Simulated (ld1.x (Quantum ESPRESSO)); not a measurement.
Ge (Z = 32): one change to an ultrasoft potential, before and after

ld1.x (Quantum ESPRESSO) 7.5 input, shortened:

```
&input
   title='Ge', zed=32., rel=1, dft='PBESOL', iswitch=3,
   config='[Ar] 3d10 4s2 4p2'
 /
 &inputp
   pseudotype=3, tm=.true., lloc=-1, rcloc=1.90,
   nlcc=.true., new_core_ps=.true., rcore=0.75
 /
6
4S  1  0   2.00   0.00  1.20  1.55  0.0
4S  1  0   0.00   0.50  1.20  1.55  0.0
4P  2  1   2.00   0.00  1.70  2.25  0.0
4P  2  1   0.00   2.45  1.70  2.25  0.0
3D  3  2  10.00   0.00  0.90  1.05  0.0
3D  3  2   0.00  -1.70  0.90  1.05  0.0
 &test
   configts(1)='3d10 4s2 4p2'
 /
```

All-electron outer shells of the reference configuration (PBEsol, scalar-relativistic, ld1.x):

| shell | level (eV) | outermost node (bohr) | outermost maximum (bohr) |
| --- | --- | --- | --- |
| 3s | -168.12 | 0.26 | 0.54 |
| 3p | -115.43 | 0.23 | 0.54 |
| 3d | -29.31 | – | 0.50 |
| 4s | -11.74 | 0.77 | 1.75 |
| 4p | -3.90 | 0.82 | 2.22 |

Change: local potential all-electron potential smoothed inside 1.25 bohr (lloc = -1).

Cutoffs: the cutoffs (Ry, on a coarse ladder) from which the occupation-weighted sum of valence levels, in a spherical-Bessel basis at the reference potential, stays within 10 and 1 mRy of its value at 400 Ry; they do not see the model core or the augmentation charge, which bear on the density cutoff. Errors are all-electron minus pseudo energies relative to the spin-unpolarised reference configuration.

Problem. How do hardness, ghosts and transferability respond?

Solution. The potential gets neither clearly harder nor softer (140 Ry and 230 Ry → 140 Ry and 230 Ry); a bound ghost appears in s, which as a rule spoils a file; the errors of the 7 common tests hardly move; the range in which the s phases agree widens (upper end 2.4 → at the end of the scan). A state that the projectors do not describe sees the local part alone, so a deeper or shallower local part can create or remove a ghost.

| quantity | base | changed |
| --- | --- | --- |
| cutoff, loose | 140 Ry | 140 Ry |
| cutoff, tight | 230 Ry | 230 Ry |
| loose cutoff by channel (10 mRy a level) | s 12 Ry, p 6 Ry, d 90 Ry | s 10 Ry, p 6 Ry, d 90 Ry |
| bound ghosts | none | s |
| error for 3d10 4s2 4p1, meV [ΔE 7.45 eV] | -1.7 | -1.7 |
| error for 3d10 4s2 4p0, meV [ΔE 22.90 eV] | -10 | -10 |
| error for 3d10 4s1 4p0, meV [ΔE 57.69 eV] | -25 | -24 |
| error for 3d10 4s2 4p2.3, meV [ΔE -0.88 eV] | +0.1 | +0.1 |
| error for 3d10 4s0 4p4, meV [ΔE 16.21 eV] | -7.3 | -7.3 |
| error for 3d10 4s1 4p3, meV [ΔE 7.98 eV] | -2.0 | -2.1 |
| error for 3d9 4s2 4p2, meV [ΔE 38.69 eV] | -457 | -413 |
| s: phases at 2.44 bohr within 0.05 rad from the reference energy up to (Ry; the scan ends near 5) | 2.4 | to the end of the scan |
| p: phases at 2.44 bohr within 0.05 rad from the reference energy up to (Ry; the scan ends near 5) | to the end of the scan | to the end of the scan |
| d: phases at 2.44 bohr within 0.05 rad from the reference energy up to (Ry; the scan ends near 5) | to the end of the scan | to the end of the scan |
| lowest overlap eigenvalue by channel | s 0.56, p 0.60, d 1.00 | s 0.56, p 0.49, d 0.96 |

 A true bound ghost makes a file unfit for plane-wave use even where its test errors are small: the radial tests pick states by their node count and pass the ghost by.
